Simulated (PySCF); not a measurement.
## Spin-rotation constants: SMILES ClC(=O)C1=C(F)C=CS1, C5H2ClFOS

Geometry:
```tsv
atom	x (Å)	y (Å)	z (Å)
O1	2.828	0.816	0.167
C2	2.115	-0.112	-0.031
Cl3	2.807	-1.720	-0.378
C4	0.676	-0.154	-0.037
S5	-0.222	-1.600	-0.348
C6	-1.703	-0.770	-0.166
C7	-1.547	0.554	0.120
C8	-0.189	0.903	0.193
F9	0.217	2.137	0.459
H10	-2.627	-1.302	-0.281
H11	-2.348	1.253	0.274
```

Method used: GIAO KT3/pcSseg-1 magnetisability, rotational g tensor and spin-rotation constants, non-relativistic, gas phase in PySCF 2.14.0. Geometry: GFN2-xTB.

Give the nuclear spin-rotation constants along the inertial axes (H = +C I·J) beside the isotropic shieldings.

Rotational constants 1.8548, 1.0675, 0.6776 GHz. A star marks the isotopologue with that one atom substituted, in its own axes.
```tsv
atom	isotope	Caa (kHz)	Cbb (kHz)	Ccc (kHz)	mean (kHz)	σ (ppm)
Cl3	35Cl	0.531	0.423	0.322	0.426	498.4
F9	19F	3.625	1.507	0.149	1.760	263.5
H10	1H	-0.048	0.036	-0.080	-0.031	24.6
H11	1H	0.161	-0.094	-0.076	-0.003	25.0
O1	17O*	-1.045	-0.742	-0.085	-0.624	-166.0
C2	13C*	0.861	0.310	0.192	0.454	33.6
C4	13C*	0.606	0.389	0.132	0.376	68.4
S5	33S*	0.620	0.433	0.196	0.416	315.2
C6	13C*	0.762	0.428	0.087	0.426	54.9
C7	13C*	0.735	0.345	0.104	0.395	70.6
C8	13C*	0.678	0.480	0.173	0.444	26.3
```
For the geometry as given, no vibrational averaging.
